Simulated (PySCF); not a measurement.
Al(SeH)3 (AlH3Se3), SMILES [SeH][Al]([SeH])[SeH].

Geometry: B3LYP-D3(BJ)/def2-SVP. One conformer was computed; it need not be the lowest.

Two levels are set side by side: TDA-PBE/def2-SVPD (PySCF) and TDA-ωB97X/def2-SVPD (PySCF). Vertical, same geometry. The lowest singlet is HOMO→LUMO 99 % with PBE and HOMO−1→LUMO+2 57 %, HOMO−1→LUMO 14 % with the other functional; states are paired by order. Differences are taken from unrounded values.

| quantity | TDA-ωB97X | TDA-PBE | TDA-PBE minus TDA-ωB97X |
|---|---|---|---|
| lowest singlet excitation (eV) | 5.33 | 4.34 | -0.99 |
| lowest triplet excitation (TDA) (eV) | 5.01 | 4.16 | -0.84 |
| first bright state (f over 0.05) (eV) | 5.91 | 4.87 | -1.05 |
| its oscillator strength | 0.07 | 0.08 | 0.01 |

Functionals without exact exchange tend to place singlet excitations lower, as here. Differences between two approximate levels are no errors against the true value.

Rough cost on one machine, each run with all the roots and properties that it gave: TDA-ωB97X against TDA-PBE about 8 times.
